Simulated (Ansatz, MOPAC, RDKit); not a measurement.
Species: fluoroethane, C₂H₅F (charge 0, singlet). SMILES: CCF

Atoms: C1, C2, F3, H4, H5, H6, H7, H8. Bonds: C1-C2, C1-H4, C1-H5, C1-H6, C2-F3, C2-H7, C2-H8.

Bond lengths (Å) and angles (degrees) optimised at MMFF94 with RDKit; MNDO with MOPAC; HF/STO-3G with Ansatz (a first-principles code); B3LYP/LANL2DZ with Ansatz, each started from the B3LYP-D3(BJ)/def2-TZVP structure (Ansatz) of the last column. A row stands for all coordinates that are equal there; 9 of 12 kinds are shown. No wavenumbers were computed at MMFF94, MNDO, HF/STO-3G, B3LYP/LANL2DZ, so these may be saddle points.

```tsv
coordinate	MMFF94	MNDO	HF/STO-3G	B3LYP/LANL2DZ	B3LYP-D3(BJ)/def2-TZVP
C1-C2	1.510	1.546	1.547	1.522	1.509
C1-H4	1.094	1.108	1.086	1.096	1.091
C1-H5	1.093	1.108 to 1.123	1.085 to 1.099	1.096 to 1.099	1.092
C2-F3	1.359	1.353	1.386	1.462	1.400
C1-C2-F3	108.8	113.1	111.2	109.1	109.9
C2-C1-H4	110.4	111.6	110.5	110.8	110.7
C2-C1-H5	111.0	109.2	109.8	110.0	109.8
C1-C2-H7	111.3	109.3	109.6	112.4	111.8
F3-C2-H7	108.1	109.2	109.4	106.3	107.1
```

A range marks coordinates that this level makes unequal.

Mean signed difference of all 7 bond lengths from B3LYP-D3(BJ)/def2-TZVP: MMFF94 -0.004 Å, MNDO 0.014 Å, HF/STO-3G 0.003 Å, B3LYP/LANL2DZ 0.014 Å.
